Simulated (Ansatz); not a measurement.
`[F][GeH2][GeH3]` + H–F → `[F][GeH2][F]` + GeH₄ at 700 K and 1 bar (cleavage of the Ge–Ge bond).

Gas-phase electronic energies from Ansatz, PBE0-D4/def2-TZVP geometries. CCSD(T)/CBS is the MP2 limit (def2-TZVPP, def2-QZVPP) plus CCSD(T) − MP2 in def2-TZVPP, frozen cores. This one scheme is used for every species. For Ge outer-core shells are correlated without core-valence functions, which leaves a few kJ/mol of doubt a bond. Scalar relativity is left out up to krypton.

| species | CCSD(T)/CBS energy (Eh) | H − E (kJ/mol) | S (J/(mol·K)) |
| --- | --- | --- | --- |
| `[F][GeH2][GeH3]` | -4255.04883 | 175.1 | 438.4 |
| H–F | -100.39570 | 45.2 | 198.5 |
| `[F][GeH2][F]` | -2276.96403 | 97.5 | 340.8 |
| GeH₄ | -2078.49493 | 112.9 | 267.3 |

H − E and S are ideal-gas, rigid-rotor, harmonic terms from PBE0-D4/def2-TZVP. 1 Eh = 2625.50 kJ/mol, R = 8.31446 J/(mol·K).

Task: By hand: ΔE, ΔH, ΔS and ΔG.

Result: ΔE = (-2276.96403) + (-2078.49493) − (-4255.04883) − (-100.39570) = -0.01443 Eh = -37.9 kJ/mol. Δ(H − E) = 97.5 + 112.9 − 175.1 − 45.2 = -9.9, so ΔH = -47.8 kJ/mol. ΔS = 340.8 + 267.3 − 438.4 − 198.5 = -28.8 J/(mol·K). ΔG = -47.8 − 700 × (-28.8)/1000 = -27.6 kJ/mol.

Task: By hand: the equilibrium constant, and the temperature at which ΔG would vanish if ΔH and ΔS stayed fixed.

Result: log₁₀ K = −ΔG/(RT ln 10) = 2.1. ΔG = 0 at ΔH/ΔS = 1660 K.

TΔS isn't small against ΔH here. A doubt of 5 kJ/mol in ΔE shifts log₁₀ K by 0.4 here. These are equilibria of isolated gas molecules and say nothing of rates. Largest T1 diagnostic: 0.012 (customary marks: 0.02 for closed shells, 0.045 for open ones).
